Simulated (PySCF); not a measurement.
C₃H₅ClGe.
Bonds: C1–C2, C2–C3 (triple), C3–Ge4, Ge4–Cl5. Hydrogens: H6, H7, H8 on C1; H9, H10 on Ge4.

A linear-response calculation (PySCF, def2-SVPD basis, gas phase, vertical, core orbitals frozen in the response) gave these numbers; the functional is withheld.

Orbital energies (eV): HOMO-3 -8.92, HOMO-2 -8.77, HOMO-1 -8.05, HOMO -7.97, LUMO -0.78, LUMO+1 0.10, LUMO+2 0.19.

```tsv
state	E (eV)	f	main configurations (H = HOMO, L = LUMO)
S1	5.57	0.0001	H→L (92%)
S2	5.97	0.033	H-1→L (68%), H→L+1 (28%)
S3	6.25	0.0003	H-1→L+1 (94%)
S4	6.58	0.0095	H-2→L (96%)
S5	6.72	0.021	H-3→L (93%)
S6	7.02	0.0001	H→L+2 (93%)
```

Triplets, Tamm–Dancoff:

```json
{"state": "T1", "E (eV)": "4.76", "λ (nm)": "260.7", "main configurations (H = HOMO, L = LUMO)": "H-1→L (60%), H→L+1 (19%), H-1→L+5 (8%)"}
{"state": "T2", "E (eV)": "5.14", "λ (nm)": "241.4", "main configurations (H = HOMO, L = LUMO)": "H→L (71%), H-1→L+1 (15%)"}
{"state": "T3", "E (eV)": "5.26", "λ (nm)": "235.5", "main configurations (H = HOMO, L = LUMO)": "H→L+1 (70%), H-1→L (20%)"}
{"state": "T4", "E (eV)": "5.89", "λ (nm)": "210.6", "main configurations (H = HOMO, L = LUMO)": "H-1→L+1 (72%), H→L (20%)"}
```

Vertical ionisation energy by ΔSCF with the same functional: 9.93 eV. Mean static polarisability: 81.4 au.

Problem. Name the functional.
A. PBE0
B. HF
C. wB97X-D
D. PBE

Solution. A. PBE0 is a global hybrid with 25% exact exchange. In this run −ε(HOMO) = 7.97 eV differs from the ΔSCF value by -1.97 eV, and S1 differs from the orbital gap of 7.19 eV by -1.62 eV. The ratio −ε(HOMO)/IP is 0.80. Small neutral molecules mostly give 0.7 to 0.83 with PBE0, 0.5 to 0.7 with PBE, 0.89 to 0.99 with wB97X-D; with Hartree–Fock the ratio is 1 or more (Koopmans' value less the relaxation energy is the ΔSCF value).

Computed with TDDFT PBE0/def2-SVPD, vertical, gas phase, core orbitals frozen in the response in PySCF. Geometry: PBE0-D3(BJ)/def2-SVP; no solvent, vibrations or thermal averaging. The PBE0/def2-SVPD calculation is non-relativistic and has no spin–orbit coupling, an omission that weighs most on germanium.
